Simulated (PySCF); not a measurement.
Computed structure and properties of WH4(PH3)

System: WH4(PH3) (triplet); start: template (Cs). Method: PySCF 2.14.0, UKS PBE0, W def2-SVP with ECP60, H def2-SVP, P def2-SVP; non-relativistic Hamiltonian with scalar-relativistic core potentials where named; density fitting; no spin-orbit coupling.

Input of the relaxation:

```python
mol = gto.M(atom='''
W      0.00000     0.37187     0.08603
H      0.00000     0.37187     1.86603
H      1.73340     0.37187    -0.31837
H      0.00000     2.10527    -0.31837
H     -1.73340     0.37187    -0.31837
P      0.00000    -2.04323    -0.47747
H     -1.04790    -2.90443    -0.05707
H      0.00000    -2.49213    -1.82467
H      1.04790    -2.90443    -0.05707''',
    basis={'W': 'def2-SVP', 'H': 'def2-SVP', 'P': 'def2-SVP'},
    ecp={'W': 'def2-SVP'},
    charge=0, spin=2)
mf = dft.UKS(mol, xc='PBE0')
mf.grids.atom_grid = (50, 194)
mf = mf.density_fit()  # fitting sets: W def2-universal-JKFIT, H def2-universal-JKFIT, P def2-universal-JKFIT
mf.conv_tol = 1e-08; mf.max_cycle = 55
mf.kernel(dm0)  # dm0: converged density of the start geometry
# quasi-Newton relaxation in Cartesian coordinates to a largest gradient under 0.00045 Eh/bohr, steps kept in the point group
```

Run from Python with OMP_NUM_THREADS=2; the lines above give its settings. Where DIIS fails, smearing, a level shift and second-order steps follow.
It took 51 s on 2 threads of Arm Neoverse V2, on a shared host, from the converged density of the start.

Course of the relaxation:

```tsv
step	energy above end (eV)	largest force component within the symmetry (eV/Å)
0	1.2443	3.039
1	0.7203	1.284
2	0.3725	1.055
3	0.2542	1.041
4	0.1254	0.324
5	0.0779	0.574
6	0.0519	0.401
7	0.0254	0.154
11	0.0024	0.107
12	0.0006	0.059
13	0.0002	0.031
14	0.0001	0.020
15	0.0000	0.024
16	0.0000	0.017
```
(The steps between are left out.)

Relaxed geometry (C3v):

```xyz
9

W     0.0000    0.5891    0.0492
H     0.0000   -0.1919    1.5674
H     1.4016    0.1786   -0.8355
H     0.0000    2.3445    0.3053
H    -1.4016    0.1786   -0.8355
P     0.0000   -1.9390   -0.3367
H    -1.0685   -2.7315    0.1653
H     0.0000   -2.4484   -1.6640
H     1.0685   -2.7315    0.1653
```

| contact | Å |
| --- | --- |
| W1–H2 (H) | 1.707 |
| W1–H3 (H) | 1.708 |
| W1–H4 (H) | 1.774 |
| W1–H5 (H) | 1.708 |
| W1–P6 (PH3) | 2.557 |

On the finer grid (75, 302):

```json
{"HOMO": "-6.48 eV", "LUMO": "-2.01 eV", "Dipole about the centre of mass": "3.53 D", "Spin squared": "2.017", "Set of Mulliken populations of W1 outside the core potential": "s 2.87, p 6.21, d 4.33, f 0.03", "D3(BJ) dispersion energy (not in the energies)": "-0.177 eV"}
```

| atom | Mulliken (e) | Löwdin (e) | spin (e) |
| --- | --- | --- | --- |
| W1 | 0.56 | -0.01 | 2.27 |
| H2 | -0.18 | -0.09 | -0.08 |
| H3 | -0.18 | -0.08 | -0.08 |
| H4 | -0.18 | -0.19 | -0.07 |
| H5 | -0.18 | -0.08 | -0.08 |
| P6 | 0.03 | 0.54 | -0.02 |
| H7 | 0.04 | -0.03 | 0.01 |
| H8 | 0.04 | -0.03 | 0.01 |
| H9 | 0.04 | -0.03 | 0.01 |

On the grid (50, 194), as all that follows. Harmonic modes: a minimum; lowest 222 cm⁻¹ (negative: unstable), highest 2459 cm⁻¹, zero-point energy 1.444 eV.

Taking off one H (charge -1, singlet; the rest: triplet) in vacuum, both parts rigid, costs 11.79 eV; the small basis without counterpoise inflates it. Most of it is the attraction of opposite charges; other ways to part are cheaper, and one spin state was tried for the rest.

Rigid scan of H along the line from its metal, all other atoms held (where the atom bridges, its other bond changes as well):

distance to H2 (Å), energy (eV) and a bar:
```
     1.41      1.025 ###########
     1.51      0.391 ####
     1.61      0.085 #
     1.71      0.000 
     1.81      0.063 #
     1.91      0.221 ##
     2.11      0.691 ########
     2.41      1.494 ################
     2.81      2.308 #########################
     3.31      2.760 ##############################
```

Taking off one PH3 (charge 0, singlet; the rest: triplet) in vacuum, both parts rigid, costs 1.00 eV; the small basis without counterpoise inflates it.

Rigid scan of PH3 along the line from its metal, all other atoms held (where the atom bridges, its other bond changes as well):

```tsv
distance to P6 (Å)	energy (eV)
2.26	0.444
2.36	0.164
2.46	0.034
2.56	0.000
2.66	0.024
2.76	0.081
2.96	0.234
3.26	0.464
3.66	0.689
4.16	0.846
```

One start shape was tried, so this needn't be the lowest isomer.

Open shells may have lower solutions than the one found.
